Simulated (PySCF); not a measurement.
## Ti: ionisation energy

Ti [Ar] 3d2 4s2 (3F) → Ti⁺ [Ar] 3d2 4s1 (4F), as a difference of total energies. Calculation: PySCF 2.14, in def2-TZVP (6s4p4d1f, 45 functions); no relativity, point nucleus. Correlated levels: valence: [Ar] frozen. The calculations carry no spin-orbit coupling.

Order these methods by the ionisation energy they give, lowest first.
A. MP2 (valence)
B. SCS-MP2 (valence)
C. UHF
D. PBE0

C (5.530 eV), A (6.227 eV), B (6.373 eV), D (6.542 eV).

These non-relativistic numbers lack the scalar-relativistic shift.

Errors of the correlated levels include the incompleteness of this basis and the frozen core.

MP2 underrates the near-degeneracy of ns² with np² in the lower species.

For comparison: 6.828 eV (measured; NIST levels, between the centres of gravity of the two terms).
